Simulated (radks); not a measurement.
The numbers below are computed, except where a source is named.
Coulomb parameter of the 5d shell of the tungsten ion W+ in the model configuration [Xe] 4f14 5d2.5 6s1 6p1.5, as a second difference U = [E(n + 1) + E(n - 1) - 2 E(n)] / (1)^2 with all orbitals relaxed. "Bare": the charge of the atom changes with n. "Screened": the 6p shell takes up the change at fixed total charge, which measures U(5d,5d) + U(6p,6p) - 2 U(5d,6p). Level of theory: scalar-relativistic Kohn-Sham, BLYP, spin-unpolarised, spherical densities, finite nucleus; Fermi nuclear charge, rms radius 5.3658 fm (a radial shooting solver on a logarithmic mesh with Libxc functionals).

[
 {"case": "start", "configuration": "[Xe] 4f14 5d2.5 6s1 6p1.5", "E - E(n) (eV)": "0.000"},
 {"case": "bare +1", "configuration": "[Xe] 4f14 5d3.5 6s1 6p1.5", "E - E(n) (eV)": "-11.481"},
 {"case": "bare -1", "configuration": "[Xe] 4f14 5d1.5 6s1 6p1.5", "E - E(n) (eV)": "21.424"},
 {"case": "screened +1", "configuration": "[Xe] 4f14 5d3.5 6s1 6p0.5", "E - E(n) (eV)": "-6.629"},
 {"case": "screened -1", "configuration": "[Xe] 4f14 5d1.5 6s1 6p2.5", "E - E(n) (eV)": "8.617"}
]

U(bare) = 9.943 eV, U(screened by 6p) = 1.988 eV, against the Slater integral F0(5d,5d) = 13.531 eV with frozen orbitals.
